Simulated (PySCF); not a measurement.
**Relaxation of singlet SeF4**

Level of theory: PySCF, PBE0, basis Se def2-TZVP, F def2-TZVP (no relativity, density fitting). A (50,194) grid was used.

A hand-made see-saw start, of C2v symmetry, held to at least that symmetry:

Coordinates in bohr (charge 0 multiplicity 1):
```
Se    0.0000    0.0000   -0.5826
F     0.0000    3.3887   -0.2861
F     0.0000   -3.3887   -0.2861
F     2.6804    0.0000    1.5116
F    -2.6804    0.0000    1.5116
```

Optimiser trace:
```json
{"step": "0", "E − E(last) (kJ/mol)": "34.88", "largest gradient (Eh/bohr)": "0.05161"}
{"step": "1", "E − E(last) (kJ/mol)": "0.66", "largest gradient (Eh/bohr)": "0.01068"}
{"step": "2", "E − E(last) (kJ/mol)": "0.66", "largest gradient (Eh/bohr)": "0.01200"}
{"step": "3", "E − E(last) (kJ/mol)": "0.01", "largest gradient (Eh/bohr)": "0.00064"}
{"step": "4", "E − E(last) (kJ/mol)": "0.00", "largest gradient (Eh/bohr)": "0.00014"}
{"step": "5", "E − E(last) (kJ/mol)": "0.00", "largest gradient (Eh/bohr)": "0.00004"}
```

It ends at C2v with Se–F 1.691 Å (×2), Se–F 1.774 Å (×2); F–Se–F 86.3° (×4), F–Se–F 100.5°, F–Se–F 168.6° (after a last refinement on a finer grid). A frequency run shows a minimum.

Final geometry:
```xyz
5
charge 0 multiplicity 1, angstrom
Se    0.0000    0.0000   -0.3061
F     0.0000    1.7655   -0.1293
F     0.0000   -1.7655   -0.1293
F     1.3000    0.0000    0.7749
F    -1.3000    0.0000    0.7749
```

The relaxation took 19 s on 4 threads of a shared Arm Neoverse V2 host, with 172 basis functions and 6 gradients; the process peaked at 1.1 GiB.
